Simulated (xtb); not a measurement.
xtb input (GFN1-xTB):

```bash
xtb mol.xyz --gfn 1 --sp --chrg 0 --uhf 0
```
mol.xyz:
```
8

C     -2.18492120    -0.20972947    -0.81938250
O     -1.14382587     0.34345488    -0.04173121
Al     0.47964942     0.06175747     0.19330338
F      1.32295030     0.99909693     1.24119205
F      1.28203860    -1.13696295    -0.59568469
H     -2.59644756     0.55945416    -1.47661235
H     -2.98173761    -0.56392744    -0.16167749
H     -1.84202314    -1.04684188    -1.43407567
```

Output:

```
           -------------------------------------------------
          |                Calculation Setup                |
           -------------------------------------------------

           -------------------------------------------------
          |                 G F N 1 - x T B                 |
           -------------------------------------------------

        Reference                      10.1021/acs.jctc.7b00118
      * Hamiltonian:
        H0-scaling (s, p, d)           1.850000    2.250000    2.000000
        zeta-weighting                 0.000000
      * Dispersion:
        s8                             2.400000
        a1                             0.630000
        a2                             5.000000
        s9                             0.000000
      * Repulsion:
        kExp                           1.500000
        rExp                           1.000000
      * Coulomb:
        alpha                          2.000000
        third order                    atomic
        anisotropic                    false
      * Halogen bond correction:
        rad-scale                      1.300000
        damping                        0.440000

          ...................................................
          :                      SETUP                      :
          :.................................................:
          :  # basis functions                  32          :
          :  # atomic orbitals                  31          :
          :  # shells                           17          :
          :  # electrons                        30          :
          :  # halogen bonds                     0          :
          :  max. iterations                   250          :
          :  Hamiltonian                  GFN1-xTB          :
          :  restarted?                      false          :
          :  GBSA solvation                  false          :
          :  PC potential                    false          :
          :  electronic temp.          300.0000000     K    :
          :  accuracy                    1.0000000          :
          :  -> integral cutoff          0.2500000E+02      :
          :  -> integral neglect         0.1000000E-07      :
          :  -> SCF convergence          0.1000000E-05 Eh   :
          :  -> wf. convergence          0.2000000E-04 e    :
          :  Broyden damping             0.4000000          :
          :  net charge                          0          :
          :  unpaired electrons                  0          :
          ...................................................

 iter      E             dE          RMSdq      gap      omega  full diag
   1    -20.2273948 -0.202274E+02  0.715E+00    4.90       0.0  T
   2    -20.2503897 -0.229948E-01  0.406E+00    4.30       1.0  T
   3    -20.2468224  0.356731E-02  0.126E+00    4.68       1.0  T
   4    -20.2522539 -0.543152E-02  0.212E-01    4.25       1.0  T
   5    -20.2527166 -0.462757E-03  0.260E-02    4.34       1.4  T
   6    -20.2527241 -0.749154E-05  0.839E-03    4.35       4.2  T
   7    -20.2527244 -0.240673E-06  0.106E-03    4.35      33.3  T
   8    -20.2527244 -0.760856E-08  0.518E-04    4.35      68.3  T
   9    -20.2527244 -0.180768E-08  0.669E-05    4.35     528.2  T
  10    -20.2527244 -0.876810E-11  0.496E-05    4.35     712.4  T

   *** convergence criteria satisfied after 10 iterations ***

         #    Occupation            Energy/Eh            Energy/eV
      -------------------------------------------------------------
         1        2.0000           -0.8353671             -22.7315
       ...           ...                  ...                  ...
         9        2.0000           -0.5358386             -14.5809
        10        2.0000           -0.5299143             -14.4197
        11        2.0000           -0.5275065             -14.3542
        12        2.0000           -0.5239088             -14.2563
        13        2.0000           -0.5153984             -14.0247
        14        2.0000           -0.4832084             -13.1488
        15        2.0000           -0.4817059             -13.1079 (HOMO)
        16                         -0.3217765              -8.7560 (LUMO)
        17                         -0.1580774              -4.3015
        18                         -0.1070619              -2.9133
        19                         -0.1043729              -2.8401
        20                         -0.0588624              -1.6017
       ...                                ...                  ...
        31                          0.8398870              22.8545
      -------------------------------------------------------------
                  HL-Gap            0.1599294 Eh            4.3519 eV
             Fermi-level           -0.4017412 Eh          -10.9319 eV

 SCC (total)                   0 d,  0 h,  0 min,  0.011 sec
 SCC setup                      ...        0 min,  0.000 sec (  0.823%)
 Dispersion                     ...        0 min,  0.000 sec (  0.310%)
 classical contributions        ...        0 min,  0.000 sec (  0.162%)
 integral evaluation            ...        0 min,  0.006 sec ( 53.196%)
 iterations                     ...        0 min,  0.002 sec ( 16.748%)
 molecular gradient             ...        0 min,  0.003 sec ( 27.458%)
 printout                       ...        0 min,  0.000 sec (  1.179%)

         :::::::::::::::::::::::::::::::::::::::::::::::::::::
         ::                     SUMMARY                     ::
         :::::::::::::::::::::::::::::::::::::::::::::::::::::
         :: total energy             -20.167225580989 Eh    ::
         :: gradient norm              0.018699958955 Eh/a0 ::
         :: HOMO-LUMO gap              4.351900947617 eV    ::
         ::.................................................::
         :: SCC energy               -20.252724391439 Eh    ::
         :: -> electrostatic           0.081912143265 Eh    ::
         :: repulsion energy           0.087197744005 Eh    ::
         :: dispersion energy         -0.001698933555 Eh    ::
         :: halogen bond corr.         0.000000000000 Eh    ::
         :: add. restraining           0.000000000000 Eh    ::
         :: total charge              -0.000000000000 e     ::
         :::::::::::::::::::::::::::::::::::::::::::::::::::::

           -------------------------------------------------
          |                Property Printout                |
           -------------------------------------------------

    * Orbital Energies and Occupations

         #    Occupation            Energy/Eh            Energy/eV
      -------------------------------------------------------------
         1        2.0000           -0.8353671             -22.7315
       ...           ...                  ...                  ...
         3        2.0000           -0.7831474             -21.3105
         4        2.0000           -0.6705603             -18.2469
         5        2.0000           -0.6025808             -16.3971
         6        2.0000           -0.5922308             -16.1154
         7        2.0000           -0.5876822             -15.9916
         8        2.0000           -0.5521016             -15.0234
         9        2.0000           -0.5358386             -14.5809
        10        2.0000           -0.5299143             -14.4197
        11        2.0000           -0.5275065             -14.3542
        12        2.0000           -0.5239088             -14.2563
        13        2.0000           -0.5153984             -14.0247
        14        2.0000           -0.4832084             -13.1488
        15        2.0000           -0.4817059             -13.1079 (HOMO)
Note: The following floating-point exceptions are signalling: IEEE_DENORMAL
normal termination of xtb
        16                         -0.3217765              -8.7560 (LUMO)
        17                         -0.1580774              -4.3015
        18                         -0.1070619              -2.9133
        19                         -0.1043729              -2.8401
        20                         -0.0588624              -1.6017
        21                         -0.0512121              -1.3936
        22                         -0.0130613              -0.3554
        23                          0.0086982               0.2367
        24                          0.0440951               1.1999
        25                          0.0692105               1.8833
        26                          0.1227490               3.3402
       ...                                ...                  ...
        31                          0.8398870              22.8545
      -------------------------------------------------------------
                  HL-Gap            0.1599294 Eh            4.3519 eV
             Fermi-level           -0.4017412 Eh          -10.9319 eV

  Mulliken/CM5 charges         n(s)   n(p)   n(d)
     1C     0.19197  0.07505   0.962  2.846  0.000
     2O    -0.47337 -0.54169   1.636  4.838  0.000
     3Al    0.79294  0.76783   0.704  0.996  0.507
     4F    -0.29697 -0.28075   1.775  5.522  0.000
     5F    -0.31417 -0.29846   1.778  5.536  0.000
     6H     0.03229  0.09160   0.968  0.000  0.000
     7H     0.03229  0.09160   0.968  0.000  0.000
     8H     0.03502  0.09484   0.965  0.000  0.000

Wiberg/Mayer (AO) data.
largest (>0.10) Wiberg bond orders for each atom

 ---------------------------------------------------------------------------
     #   Z sym  total        # sym  WBO       # sym  WBO       # sym  WBO
 ---------------------------------------------------------------------------
     1   6 C    3.914 --     7 H    0.977     6 H    0.977     8 H    0.966
                             2 O    0.921
     2   8 O    2.232 --     3 Al   1.188     1 C    0.921
     3  13 Al   3.514 --     2 O    1.188     4 F    1.130     5 F    1.098
     4   9 F    1.222 --     3 Al   1.130
     5   9 F    1.198 --     3 Al   1.098
     6   1 H    1.011 --     1 C    0.977
     7   1 H    1.011 --     1 C    0.977
     8   1 H    1.002 --     1 C    0.966
 ---------------------------------------------------------------------------

Topologies differ in total number of bonds
Writing topology from bond orders to xtbtopo.mol

 dipole moment from electron density (au)
     X       Y       Z
  -0.9771  -0.3066  -0.5482  total (Debye):    2.952

           -------------------------------------------------
          | TOTAL ENERGY              -20.167225580989 Eh   |
          | GRADIENT NORM               0.018699958955 Eh/α |
          | HOMO-LUMO GAP               4.351900947617 eV   |
           -------------------------------------------------

------------------------------------------------------------------------
------------------------------------------------------------------------
 total:
 SCF:
```
